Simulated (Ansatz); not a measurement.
CCSD(T) forces

GeH5S (SMILES [SH2+][GeH3]) (charge +1), closed shell, at a frame of a short PBE0-D4/def2-SVP trajectory.

```json
{"atom": "S1", "x (Å)": "-0.1772", "y (Å)": "-1.3373", "z (Å)": "-0.4832"}
{"atom": "Ge2", "x (Å)": "0.3189", "y (Å)": "0.8745", "z (Å)": "-0.0738"}
{"atom": "H3", "x (Å)": "0.0064", "y (Å)": "-1.7709", "z (Å)": "0.7888"}
{"atom": "H4", "x (Å)": "-1.5241", "y (Å)": "-1.3408", "z (Å)": "-0.4910"}
{"atom": "H5", "x (Å)": "-0.0714", "y (Å)": "1.5156", "z (Å)": "-1.3691"}
{"atom": "H6", "x (Å)": "-0.4712", "y (Å)": "0.9738", "z (Å)": "1.2264"}
{"atom": "H7", "x (Å)": "1.7568", "y (Å)": "0.8013", "z (Å)": "0.1627"}
```

Ansatz 0.2.0; basis: def2-TZVPP; cores frozen in the correlated methods. Filled d shells of the heavier atoms are correlated. The def2 sets are not built for correlating such inner shells, so the correlated values are less sure here.

CCSD(T) forces from the calculation:
| atom | Fx | Fy | Fz (eV/Å) |
| --- | --- | --- | --- |
| S1 | 0.271 | -1.086 | -0.306 |
| Ge2 | -0.894 | 0.473 | 0.609 |
| H3 | -0.271 | 0.044 | -0.264 |
| H4 | 0.059 | 0.103 | 0.253 |
| H5 | -0.293 | 0.200 | -0.140 |
| H6 | -0.071 | 0.418 | -0.269 |
| H7 | 1.200 | -0.153 | 0.116 |

Root-mean-square difference of the force components from those of CCSD(T): PBE-D4 0.198; r2SCAN-D4 0.073; PBE0-D4 0.074; wB97M-V 0.012 eV/Å.

No T1 diagnostic of these runs exceeds 0.012.

For scale, one of the runs: CCSD(T)/def2-TZVPP forces, 160 basis functions, launched by `ansatz run in.yaml --threads 2 --pin off --events-out ev --progress --plain --max-ram 3481MiB`. The run took 110 s on 2 CPU threads of an Arm Neoverse V2 (shared host), with 1.9 GiB of host memory at its peak.
